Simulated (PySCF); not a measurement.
Shapes and spin states of MoH₂

Computed with PBE0 in PySCF with Mo def2-TZVP with ECP28, H def2-TZVP; scalar-relativistic core potentials, no spin–orbit coupling; density-fitted integrals.

Relaxations began from a few typed shapes and spin states; open shells are unrestricted. The search is not exhaustive: other isomers or separated fragments can lie lower, and high-lying points may rest on an excited occupation.

```json
{"spin": "quintet", "group": "C2v", "bonds": "Mo–H 1.706 Å (×2)", "angles": "H–Mo–H 108.1°", "imaginary modes (cm⁻¹)": "none", "ΔE (kJ/mol)": "0.0", "ΔE with ZPE (kJ/mol)": "0.0"}
{"spin": "broken-symmetry Ms = 1 (⟨S²⟩ 3.01)", "group": "C2v", "bonds": "Mo–H 1.695 Å (×2)", "angles": "H–Mo–H 108.9°", "imaginary modes (cm⁻¹)": "none", "ΔE (kJ/mol)": "101.7", "ΔE with ZPE (kJ/mol)": "102.2"}
{"spin": "broken-symmetry Ms = 1 (⟨S²⟩ 3.01)", "group": "C2v", "bonds": "Mo–H 1.694 Å (×2)", "angles": "H–Mo–H 112.1°", "imaginary modes (cm⁻¹)": "none", "ΔE (kJ/mol)": "103.3", "ΔE with ZPE (kJ/mol)": "104.4"}
{"spin": "broken-symmetry Ms = 1 (⟨S²⟩ 3.00)", "group": "D∞h", "bonds": "Mo–H 1.827 Å (×2)", "angles": "H–Mo–H 180.0°", "imaginary modes (cm⁻¹)": "799i, 405i", "ΔE (kJ/mol)": "241.6", "ΔE with ZPE (kJ/mol)": "–"}
{"spin": "singlet (closed shell, unstable to spin polarisation)", "group": "C2v", "bonds": "Mo–H 1.689 Å (×2)", "angles": "H–Mo–H 99.4°", "imaginary modes (cm⁻¹)": "none", "ΔE (kJ/mol)": "275.9", "ΔE with ZPE (kJ/mol)": "276.5"}
{"spin": "singlet (closed shell, unstable to spin polarisation)", "group": "D∞h", "bonds": "Mo–H 1.845 Å (×2)", "angles": "H–Mo–H 180.0°", "imaginary modes (cm⁻¹)": "1031i, 1031i", "ΔE (kJ/mol)": "518.2", "ΔE with ZPE (kJ/mol)": "–"}
```

The lowest minimum found is the quintet C2v: Mo–H 1.706 Å (×2); H–Mo–H 108.1°.

Formally Mo is in oxidation state +2, d4, with 4 unpaired electrons (the high-spin count). The Mulliken spin on Mo is 4.35. The polar-tensor charge on Mo, 0.73, is far below the formal one.

For the lowest minimum: open d and f shells are described by one determinant, and the ground state may have another occupation or spin.

The electron or spin density has lower symmetry than the nuclear frame for the broken-symmetry Ms = 1 (⟨S²⟩ 3.01) C2v at 101.7 kJ/mol, broken-symmetry Ms = 1 (⟨S²⟩ 3.00) D∞h at 241.6 kJ/mol.
